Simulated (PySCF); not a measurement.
Correlation energy of Zn+ (zinc, charge +1)

[Ar] 3d9 4s1 5s1, high-spin 4D determinant (an excited configuration). All numbers are calculated (PySCF 2.14, scalar relativity through the core potential, in aug-cc-pVDZ-PP with ECP10MDF). Frozen: 3s2 3p6; 11 electrons correlated.

| level | correlation energy (mhartree) |
| --- | --- |
| CCSD | -300.02 |
| (T) | -4.82 |
| CCSD(T) | -304.84 |

Diagnostics: T1 = 0.0076, D1 = 0.0225, largest double amplitude 0.049.

Q: Is a single reference adequate?

A: Yes: T1 lies below 0.03 and no double amplitude reaches 0.07.
